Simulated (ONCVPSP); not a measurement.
## Scattering properties, ONCV potential for Pr (Z = 59)

| Quantity | Value |
| --- | --- |
| Element | Pr |
| Generator | ONCVPSP 4.0.1 |
| Type | optimised norm-conserving Vanderbilt (ONCV) |
| Functional | PBE |
| Relativity | fully relativistic |
| Frozen core | [Kr] 4d10 4f2 |
| Valence charge | 11 |
| Reference configuration | 5s2 5p6 5d1 6s1 6p1 |
| Partial waves | 5s+6s: rc 2.20 bohr, ncon 4, nbas 9, qcut 4.2 1/bohr, 2 projectors; 5p+6p: rc 2.25 bohr, ncon 4, nbas 8, qcut 7.4 1/bohr, 2 projectors; 5d: rc 3.15 bohr, ncon 4, nbas 9, qcut 4.1 1/bohr, 2 projectors, debl 1.6 Ha |
| Local potential | polynomial inside 1.90 bohr (lpopt 5, dvloc0 0 Ha) |
| Core correction | Teter function, fcfact 2, rcfact 1.5 |

Open shells are filled in proportion to 2j + 1.

The phase is arctan(r·R′/R) of the radial function R(r), unwrapped; energies in Ha, scanned from -3 to 5 Ha. A pole is an energy at which the radial function vanishes at the test radius. The pseudo phase is shifted by a multiple of π to meet the all-electron one at the reference energy, and phase errors are pseudo minus all-electron; the curves can meet again beyond the range given. Levels narrower than the energy grid can be missing from the lists of poles.

Task: For each channel, where are the poles, and over which energies does the pseudopotential scatter like the atom?

Result:

```csv
channel,radius (bohr),reference energy (Ha),"poles, all-electron","poles, pseudo",unbroken range about the reference energy with phases within 0.05 rad,phase error 1 Ha above the reference energy (rad)
s,2.24,-0.16,"-1.24, 4.20","-1.24, 3.03",below 2.8,-0.012
p3/2,2.28,-0.07,"-0.32, 4.99","-0.32, 4.76",the whole range,-0.000
p1/2,2.28,-0.07,"-0.52, 4.68","-0.52, 4.53",the whole range,-0.001
d5/2,3.21,-0.14,"0.15, 2.48","0.15, 2.50",below 3.6,+0.002
d3/2,3.21,-0.15,"0.13, 2.45","0.13, 2.47",below 3.4,+0.004
```

Note: ghosts flagged at negative energy: d3/2 at -447.9 eV; GHOST(+) flagged for s at 89.0 eV, d5/2 at 312.0 eV. A true bound ghost makes a file unfit for plane-wave use.

Phases in the d5/2 channel:

| E (Ha) | all-electron | pseudo |
| --- | --- | --- |
| -2.98 | 1.420 | 1.420 |
| -2.54 | 1.405 | 1.405 |
| -2.10 | 1.383 | 1.383 |
| -1.66 | 1.351 | 1.351 |
| -1.22 | 1.296 | 1.296 |
| -0.78 | 1.163 | 1.163 |
| -0.34 | 0.176 | 0.177 |
| 0.10 | -1.529 | -1.529 |
| 0.54 | -1.838 | -1.838 |
| 0.98 | -2.978 | -2.976 |
| 1.42 | -4.397 | -4.397 |
| 1.86 | -4.599 | -4.599 |
| 2.30 | -4.685 | -4.684 |
| 2.74 | -4.748 | -4.745 |
| 3.18 | -4.823 | -4.812 |
| 3.62 | -4.992 | -4.931 |
| 4.06 | -6.516 | -5.457 |
| 4.50 | -7.606 | -7.363 |
| 4.94 | -7.741 | -7.657 |
